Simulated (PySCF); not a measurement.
Record of a relaxation.

Compound: C2H7BGaN.
SMILES with atom numbers: `[BH2:1][C:2]#[C:3][GaH2-:4][NH3+:5]` (hydrogens: H6, H7 on B1; H8, H9 on Ga4; H10, H11, H12 on N5)
Bond orders are those of one Lewis drawing.

Method: PBE0-D3(BJ)/def2-SVP geometry optimisation, gas phase (PySCF); density fitting, grid level 1; the optimiser is geomeTRIC in internal coordinates, started from a GFN2-xTB structure with every atom displaced at random (about 0.01 Å). The frame can shift and turn from step to step; on so coarse a grid that alone can change the energy by a few meV, and forces under 0.02 eV/Å are noise.

Step 0: E = -56708.7220 eV, largest atomic force 2.220 eV/Å
```
atom  x, y, z in Å  |  force x, y, z in eV/Å
B1      3.221    0.333    0.843   -2.164   0.493  -0.071
C2      1.860   -0.045    0.290    0.065  -0.021   0.081
C3      0.742   -0.350   -0.149    1.006   0.281   0.400
Ga4    -0.915   -0.925   -0.884   -0.882  -0.169  -0.035
N5     -2.232    0.487    0.101    0.375   0.102   0.874
H6      4.165   -0.180    0.465    1.598  -0.907  -0.563
H7      3.276    1.214    1.636    0.112   0.375   0.440
H8     -1.230   -0.548   -2.354    0.023   0.130  -0.346
H9     -1.549   -2.231   -0.300    0.037  -0.174   0.107
H10    -2.139    0.391    1.133   -0.058   0.049  -0.796
H11    -3.223    0.384   -0.119    0.058   0.024  -0.098
H12    -1.938    1.442   -0.126   -0.170  -0.182   0.007
```

Step 1: E = -56708.8485 eV, largest atomic force 0.247 eV/Å
```
atom  x, y, z in Å  |  force x, y, z in eV/Å
B1      3.137    0.387    0.845   -0.027  -0.072  -0.142
C2      1.815   -0.055    0.295    0.013   0.033   0.035
C3      0.727   -0.409   -0.170    0.020  -0.045  -0.041
Ga4    -0.979   -0.976   -0.920   -0.247   0.010  -0.018
N5     -2.147    0.498    0.131    0.053  -0.070  -0.015
H6      4.154   -0.143    0.459    0.006   0.019   0.054
H7      3.191    1.279    1.655    0.032   0.052   0.076
H8     -1.280   -0.577   -2.412    0.068   0.046   0.029
H9     -1.610   -2.294   -0.332    0.068   0.030   0.043
H10    -2.004    0.368    1.133   -0.019   0.005   0.004
H11    -3.150    0.456   -0.054    0.053   0.007  -0.006
H12    -1.817    1.436   -0.098   -0.021  -0.016  -0.019
```

Step 2: E = -56708.8530 eV, largest atomic force 0.135 eV/Å
```
atom  x, y, z in Å  |  force x, y, z in eV/Å
B1      3.137    0.385    0.832   -0.036  -0.007   0.009
C2      1.813   -0.059    0.285    0.026   0.016  -0.015
C3      0.724   -0.415   -0.176    0.045  -0.036   0.014
Ga4    -0.991   -0.977   -0.913   -0.128   0.015  -0.039
N5     -2.146    0.495    0.133    0.053  -0.049   0.007
H6      4.164   -0.138    0.468   -0.013  -0.006  -0.003
H7      3.184    1.277    1.648    0.017   0.016   0.009
H8     -1.261   -0.561   -2.405    0.014   0.027   0.002
H9     -1.615   -2.294   -0.322    0.041   0.011   0.034
H10    -2.010    0.366    1.136   -0.013   0.012   0.003
H11    -3.147    0.458   -0.057   -0.005  -0.001  -0.009
H12    -1.812    1.431   -0.098   -0.001   0.002  -0.011
```

Step 3: E = -56708.8546 eV, largest atomic force 0.043 eV/Å
```
atom  x, y, z in Å  |  force x, y, z in eV/Å
B1      3.132    0.386    0.831   -0.007   0.007   0.032
C2      1.813   -0.060    0.278   -0.020   0.033   0.000
C3      0.724   -0.418   -0.184    0.028  -0.031   0.007
Ga4    -0.999   -0.975   -0.912   -0.017   0.010  -0.037
N5     -2.141    0.491    0.135    0.016  -0.006   0.016
H6      4.156   -0.143    0.467    0.016  -0.001   0.001
H7      3.185    1.278    1.649   -0.002  -0.021  -0.031
H8     -1.264   -0.549   -2.402   -0.008   0.008  -0.001
H9     -1.609   -2.291   -0.310    0.011  -0.012   0.018
H10    -2.006    0.367    1.138   -0.005   0.011   0.003
H11    -3.143    0.455   -0.055   -0.018  -0.003  -0.006
H12    -1.808    1.426   -0.102    0.006   0.006  -0.001
```

Step 4: E = -56708.8551 eV, largest atomic force 0.025 eV/Å
```
atom  x, y, z in Å  |  force x, y, z in eV/Å
B1      3.129    0.383    0.830    0.005   0.016   0.019
C2      1.812   -0.061    0.271   -0.010   0.012  -0.001
C3      0.725   -0.421   -0.192    0.010  -0.018  -0.012
Ga4    -1.003   -0.974   -0.916    0.015  -0.001  -0.012
N5     -2.137    0.491    0.137   -0.010   0.012   0.011
H6      4.158   -0.142    0.474   -0.001  -0.011  -0.005
H7      3.177    1.276    1.647   -0.004  -0.006  -0.011
H8     -1.279   -0.545   -2.404   -0.005   0.001   0.005
H9     -1.602   -2.291   -0.303    0.000  -0.010   0.002
H10    -1.997    0.372    1.141    0.000   0.005   0.002
H11    -3.139    0.455   -0.048   -0.003  -0.001   0.000
H12    -1.805    1.425   -0.105    0.003   0.001   0.002
```

Step 5: E = -56708.8552 eV, largest atomic force 0.021 eV/Å
```
atom  x, y, z in Å  |  force x, y, z in eV/Å
B1      3.127    0.383    0.830    0.009  -0.002  -0.004
C2      1.812   -0.061    0.266   -0.008   0.011   0.007
C3      0.726   -0.424   -0.200    0.001  -0.010  -0.019
Ga4    -1.005   -0.975   -0.919    0.016  -0.007   0.011
N5     -2.134    0.493    0.140   -0.012   0.009   0.004
H6      4.156   -0.144    0.477   -0.003  -0.005   0.001
H7      3.173    1.276    1.645   -0.003   0.003   0.000
H8     -1.289   -0.545   -2.404   -0.004   0.001   0.003
H9     -1.597   -2.293   -0.301   -0.003   0.001  -0.007
H10    -1.990    0.376    1.144    0.001   0.000   0.000
H11    -3.137    0.457   -0.041    0.004   0.001   0.002
H12    -1.802    1.426   -0.105    0.001  -0.002   0.001
```

**Question.** Summarise the path.

**Answer.** The energy falls by 12.86 kJ/mol from step 0 to step 5; nine tenths of that is first reached at step 1. It falls at every step. The largest force goes from 2.220 to 0.021 eV/Å. Among the bonds B1–H6 changes most, from 1.139 to 1.209 Å; the atoms move by 0.105 Å rms after alignment.

The cost below is that of the whole optimisation. Hardware: Intel Xeon Platinum 8488C, one thread, shared host with 96 logical CPUs at a one-minute load of 39. Cost: 33 s wall, 0.50 GiB resident at most.
